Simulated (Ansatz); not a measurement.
`O[SiH2][SnH2][SiH3]` → `O[SiH]` + `[SiH3][SnH3]`  (silylene formation by 1,1-elimination)

Calculated with Ansatz (gas phase, PBE0-D4/def2-TZVP geometries, no zero-point term in ΔE). CCSD(T)/CBS is the MP2 limit (def2-TZVPP, def2-QZVPP) plus CCSD(T) − MP2 in def2-TZVPP, frozen cores. This one scheme is used for every species. def2 core potentials past Kr. For Sn outer-core shells are correlated without core-valence functions, which leaves a few kJ/mol of doubt a bond. One conformer a species, not always the lowest.

| species | CCSD(T)/CBS(def2) energy (Eh) |
| --- | --- |
| `O[SiH2][SnH2][SiH3]` | -872.20086 |
| `O[SiH]` | -365.43832 |
| `[SiH3][SnH3]` | -506.68362 |

Problem. Work out ΔE.

Solution. ΔE = (-365.43832) + (-506.68362) − (-872.20086) = 0.07892 Eh = +2.15 eV.

Largest T1 diagnostic among the species: 0.016.

From PBE to PBE0 (25 % exact exchange), in def2-TZVPP and without D4, ΔE moves by +0.13 eV. The D4 term adds +0.15 eV with B3LYP and +0.08 eV with PBE0; it sums over pairs of atoms, weighted by their polarisabilities, and B3LYP, whose exchange is more repulsive, gets the larger term.

B3LYP here is the variant with VWN-RPA as its local correlation; programs differ in this.
